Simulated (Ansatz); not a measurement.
Ansatz (a first-principles code) input for C₃H₅ClOSi, SMILES Cl[Si@@H]1C=COC1, PBE0/def2-SVPD. Geometry: r2SCAN-D4/def2-SVP. The structure was generated by enumeration; whether it is a known compound was not checked. One conformer was computed; it need not be the lowest.

Ansatz 0.2 input:
```yaml
crystal:
  periodic: [false, false, false]
  atoms:
    - {symbol: Cl, position_ang: [-1.94509992, -0.73994179, 0.66098401]}
    - {symbol: Si, position_ang: [-0.36625135, -0.28016005, -0.62497755]}
    - {symbol: C, position_ang: [1.26599117, -0.95365141, -0.13754176]}
    - {symbol: C, position_ang: [2.03358046, 0.09688178, 0.24618362]}
    - {symbol: O, position_ang: [1.60662452, 1.36962594, 0.18887605]}
    - {symbol: C, position_ang: [0.27813075, 1.50047694, -0.37227759]}
    - {symbol: H, position_ang: [-0.88674890, -0.55607586, -1.99031906]}
    - {symbol: H, position_ang: [1.64765036, -1.97250425, -0.05981288]}
    - {symbol: H, position_ang: [3.05615977, 0.03911866, 0.63826951]}
    - {symbol: H, position_ang: [-0.31712041, 2.11800987, 0.31822605]}
    - {symbol: H, position_ang: [0.37506634, 2.05345159, -1.32260004]}
basis:
  gaussian:
    orbitals: def2-SVPD
hamiltonian:
  xc: {name: PBE0}
```

Program output:

```
WARN ansatz: RAYON_NUM_THREADS=2 ignored (pool sized by the plan → 2); use --threads N
Functional definition: PBE0
integrals: 0.13 GiB planned
1543 factors; their error is unknown
mean field: 1.04 GiB planned
mean field evaluation 1: about -25612.1365 eV, gradient 4.7e1 eV
mean field evaluation 2: about -25609.9008 eV, gradient 5.5e1 eV
mean field evaluation 4: about -25617.3110 eV, gradient 3.8e0 eV
mean field evaluation 8: about -25617.3377 eV, gradient 7.7e-2 eV
mean field evaluation 16: about -25617.4621 eV, gradient 7.4e-5 eV
mean field -25617.46208330 eV, -941.4243674218 hartree, gradient 7.4e-5 eV, S^2 0.000000; 0 other end points of the search recorded, 0 dependent functions left out
reference -25617.46212423 eV, -941.4243689258 hartree; 31, 31 occupied and 143, 143 virtual orbitals, 1543 factors
Total energy: -25617.46212423 eV, -941.4243689258 hartree
```

Self-consistency was reached.

Cost: very roughly 4 core-seconds.
